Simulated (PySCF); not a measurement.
**C3H8AsBO**

Cartesian coordinates in Å; atom numbers follow the order of the lines, from 1:
```xyz
14

O     2.8537    0.2577    0.7917
C     1.6670    0.0923    0.7648
C     0.7832    0.2596   -0.4231
B     0.4313   -1.1574   -1.0359
As   -1.6519   -0.1940    1.2145
C    -0.5549    0.9124   -0.0251
H     1.1139   -0.2475    1.6760
H     1.2934    0.9010   -1.1506
H     0.4617   -2.1129   -0.3620
H     0.0971   -1.2233   -2.1525
H    -2.8837    0.6486    1.0018
H    -2.1297   -1.1293    0.1382
H    -1.1306    1.1229   -0.9290
H    -0.3511    1.8695    0.4692
```

Theory: TDDFT CAM-B3LYP/def2-SVPD circular dichroism and optical rotation, one conformer, gas phase in PySCF 2.14.0. Geometry: GFN2-xTB.

The bonding changed while the geometry was optimised; results refer to the coordinates, not to the name. The molecule is flexible and this is one conformer; a measurement averages over conformers. The calculation is non-relativistic, which matters for the atoms heavier than Zn.

Q: Draw the ECD and absorption spectra from the lowest 8 states, each a Gaussian of half-width 0.35 eV at 1/e height.

A: 
| E (eV) | λ (nm) | Δε (L mol⁻¹ cm⁻¹) | ε (L mol⁻¹ cm⁻¹) |
| --- | --- | --- | --- |
| 3.76 | 329 | +0.75 | 9.65 |
| 3.91 | 317 | +2.12 | 27.6 |
| 4.06 | 305 | +4.12 | 55.9 |
| 4.21 | 294 | +5.35 | 85.3 |
| 4.36 | 284 | +4.18 | 113 |
| 4.51 | 275 | +0.65 | 154 |
| 4.66 | 266 | -3.10 | 205 |
| 4.81 | 258 | -4.53 | 227 |
| 4.96 | 250 | -2.74 | 194 |
| 5.11 | 242 | +0.72 | 136 |
| 5.26 | 236 | +3.01 | 95.9 |
| 5.41 | 229 | +1.94 | 84.9 |
| 5.56 | 223 | -2.58 | 101 |
| 5.71 | 217 | -8.20 | 137 |
| 5.86 | 211 | -11.59 | 181 |
| 6.01 | 206 | -11.00 | 290 |
| 6.16 | 201 | -6.96 | 690 |
| 6.31 | 196 | -0.17 | 1750 |
| 6.46 | 192 | +7.95 | 3670 |
| 6.61 | 187 | +14.23 | 6120 |
| 6.76 | 183 | +17.05 | 8000 |

Δε uses R in velocity form, ε uses f in length form. Only the states computed contribute, so the short-wavelength end is incomplete.
